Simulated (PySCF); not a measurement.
# A search over the determinants of RbGe⁺

Unrestricted PBE0; PySCF, scalar-relativistic core potentials, basis sets Rb def2-SVP with ECP28, Ge def2-SVP. Outer shells of the fragments: Rb+ closed shells only; Ge 3d10 4s2 4p2.

Followed along the bond (rough minima from three points):

```tsv
2Ms+1	unpaired	⟨S²⟩ at the start	R at minimum (Å)	Te (eV)
3	σ ↑, π ↑	2.00	3.92	0.00
1	σ ↑, π ↓	1.01	3.92	0.31
1	none	0.00	3.87	0.86
3	π ↑↑	2.00	none in the scan	≤ 0.33
1	π ↑↓	1.01	none in the scan	≤ 0.65
```

Solutions found at the starting distance of 3.320 Å, counted from the lowest of them; the search is not exhaustive and high or unbound solutions are not listed, so other states can lie among these:

```
2Ms+1  unpaired   term  E (eV)  ⟨S²⟩  ⟨Lz²⟩  μ (D)
    3  σ ↑, π ↑     ³Π    0.00  2.00   1.00  -5.56
    1  σ ↑, π ↓  mixed    0.31  1.01   1.00  -5.51
    3      π ↑↑    ³Σ⁻    0.32  2.00   0.00  -6.02
    1      π ↑↓  mixed    0.64  1.01   2.02  -5.99
    1      none    ¹Σ⁺    0.93  0.00   0.00  -4.77
    1      none  mixed    1.60  0.00   2.00  -5.82
```

A term symbol is given only where ⟨S²⟩ and ⟨Lz²⟩ are close to those of a pure state; real π, δ and φ orbitals otherwise mix terms. A positive dipole points towards Ge; it is taken about the centre of mass and depends on that origin.

Spin–orbit coupling is left out.
